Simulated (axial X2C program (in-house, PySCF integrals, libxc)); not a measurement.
**CdB⁺ along the bond: PW91, two-component**

All values were computed with an in-house relativistic program for diatomic molecules. Two-component (2c) means X2C with spin–orbit coupling and atomic mean-field two-electron Coulomb and Gaunt terms. Basis: Cd dyall-cv3z [12s12p8d5f3g], B dyall-v3z [7s6p2d1f] (cores contracted in-house); Gaussian nuclei, density fitting, unrestricted open shells. Masses: Cd 113.903 u, B 11.009 u.

State: Ω = 0 (closed shell). Dipoles are positive if B is the positive end and refer to the centre of mass.

```json
{"R (Å)": "2.185", "μ (D)": "1.771", "HOMO (eV)": "-12.15", "LUMO (eV)": "-10.42"}
{"R (Å)": "2.286", "μ (D)": "2.083", "HOMO (eV)": "-12.14", "LUMO (eV)": "-10.32"}
{"R (Å)": "2.361", "μ (D)": "2.329", "HOMO (eV)": "-12.13", "LUMO (eV)": "-10.26"}
{"R (Å)": "2.437", "μ (D)": "2.584", "HOMO (eV)": "-12.11", "LUMO (eV)": "-10.21"}
{"R (Å)": "2.512", "μ (D)": "2.847", "HOMO (eV)": "-12.09", "LUMO (eV)": "-10.17"}
{"R (Å)": "2.600", "μ (D)": "3.161", "HOMO (eV)": "-12.05", "LUMO (eV)": "-10.14"}
{"R (Å)": "2.688", "μ (D)": "3.483", "HOMO (eV)": "-12.00", "LUMO (eV)": "-10.12"}
{"R (Å)": "2.801", "μ (D)": "3.907", "HOMO (eV)": "-11.92", "LUMO (eV)": "-10.11"}
{"R (Å)": "2.939", "μ (D)": "4.432", "HOMO (eV)": "-11.81", "LUMO (eV)": "-10.11"}
{"R (Å)": "3.140", "μ (D)": "5.206", "HOMO (eV)": "-11.64", "LUMO (eV)": "-10.13"}
```

(1) The minimum lies at 2.498 Å. What is the dipole moment there?

The state is one determinant whose occupation by symmetry is held fixed; it was picked as the lowest of a PBE0 search that is not exhaustive.

Results:

(1) At PW91, 2c, with the sign and origin stated: μ = 2.80 D.
